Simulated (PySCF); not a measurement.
BrH2InO2, SMILES [OH][In]([OH])[Br]. Coordinates come from a B3LYP-D3(BJ)/def2-SVP optimisation. The structure was generated by enumeration; whether it is a known compound was not checked. The def2 effective core potentials stand for the cores of In; spin–orbit coupling is left out. One conformer was computed; it need not be the lowest.

Computed with B3LYP-D3(BJ)/def2-SVP in PySCF.

Harmonic wavenumbers (cm⁻¹): 90, 119, 120, 251, 266, 282, 589, 619, 825, 853, 3804, 3815. Rotational constants (GHz): 4.866, 1.225, 0.9784; symmetry number 1.

### Question
Work out the zero-point energy and the ideal-gas rigid-rotor harmonic-oscillator thermochemistry at 298.15 K and 1 atm.

### Answer
ZPE = ½ Σ hcν = ½ × 11634 cm⁻¹ = 16.63 kcal/mol. H − E(el) = 21.51 kcal/mol. Entropy in cal/(mol K): translation 42.18, rotation 28.40, vibration 15.98, total 86.56. G − E(el) = -4.30 kcal/mol. Cp = 22.20 cal/(mol K). Modes under 150 cm⁻¹ make the vibrational entropy uncertain.
